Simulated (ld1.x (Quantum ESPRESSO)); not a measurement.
# revPBE ultrasoft dataset for Tm (Z = 69), scalar-relativistic all-electron reference.

```
Element                 : Tm
Generator               : ld1.x (Quantum ESPRESSO) 7.5
Type                    : ultrasoft
Functional              : revPBE
Relativity              : scalar-relativistic
Frozen core             : [Kr] 4d10 4f12
Valence charge          : 11
Reference configuration : 5s2 5p6 5d1 6s2 6p0
Partial waves           : 5s (bound): rcut 1.75, rcutus 1.90 bohr; 6s (bound): rcut 1.75, rcutus 1.90 bohr; 5p (bound): rcut 1.90, rcutus 2.40 bohr; 6p (bound, empty): rcut 1.90, rcutus 2.40 bohr; 5d (bound): rcut 1.80, rcutus 2.50 bohr; 5d channel at 1.2 Ry: rcut 1.80, rcutus 2.50 bohr
Local potential         : all-electron potential smoothed inside 1.45 bohr (lloc = -2)
Core correction         : a·sin(br)/r model core, default radius (core density twice the valence density)
Augmentation charge     : built from norm-conserving waves at rcut, not smoothed further
```

(1) Is the overlap operator S = 1 + Σ q|β⟩⟨β| positive definite (Bessel basis up to 400 Ry)?

## Answers

(1) No: its lowest eigenvalue is -0.000, in the p channel, so the generalised eigenproblem breaks down once the basis is large enough.

Its largest configuration-test error is +1069 meV (5s2 5p6 5d1 6s1 6p0), which is poor. Test run stopped at test 2 of 7 (negative rho).

A Bessel basis up to 400 Ry misses an occupied level by 1.94 Ry, so cutoffs and ghosts were not judged. Its overlap operator is not positive definite in a basis up to 400 Ry (lowest eigenvalue p -0.0000), so the file is unfit for use: the generalised eigenproblem breaks down once the basis is large enough, and its test numbers describe a broken file. The potential misses its own reference levels by up to 1.7 eV, so it is not fit for use.
